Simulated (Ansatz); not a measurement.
Ideal-gas functions of `[F][AlH][NH][SiH3]` at 400 K and 1 bar, from an Ansatz frequency run at PBE0-D4/def2-TZVP.

Molar mass 93.11 g/mol, point group Cs (symmetry number 1), electronic degeneracy 1, moments of inertia 23.857, 293.989, 312.039 u Å². Harmonic wavenumbers (cm⁻¹, unscaled): 82, 115, 130, 234, 471, 506, 593, 652, 716, 777, 841, 937, 940, 958, 988, 1133, 2002, 2204, 2212, 2230, 3587.

Use S(trans) = R[1.5 ln M + 2.5 ln T − 1.1517]; rotational temperatures θ = 24.2544 K / I; S(rot) = R[ln(√π/σ · √(T³/θAθBθC)) + 1.5]; for each mode x = 1.438777 ν̃/T, S = R[x/(eˣ − 1) − ln(1 − e⁻ˣ)] and H = RT x/(eˣ − 1); 1 cm⁻¹ = 0.0119627 kJ/mol; R = 8.31446 J/(mol·K).

Question: By hand: the entropy, in J/(mol·K).

Answer: Translation 171.5. Rotation: θ = 1.0167, 0.0825, 0.0777 K, giving 112.9. Vibration, mode by mode: 18.50, 15.71, 14.71, 9.99, 4.86, 4.40, 3.43, 2.90, 2.42, 2.04, 1.70, 1.29, 1.28, 1.21, 1.11, 0.73, 0.05, 0.03, 0.03, 0.02, 0.00, in all 86.4. Electronic 0.0. Sum 370.8 J/(mol·K).

Question: By hand: H − E and G − E in kJ/mol, counted from the electronic energy.

Answer: Zero-point energy ½ × 22308 × 0.0119627 = 133.4; thermal vibration 18.1; translation, rotation and pV give 4 RT = 13.3. H − E = 164.8 kJ/mol, and G − E = 164.8 − 400 × 370.8/1000 = 16.5 kJ/mol.

Vibration gives 23 % of the entropy, 48.9 J/(mol·K) of it from the modes under 150 cm⁻¹: soft modes count most, and the harmonic formula is weakest for them. The sum counts one conformer and one mirror image; others add a mixing term.
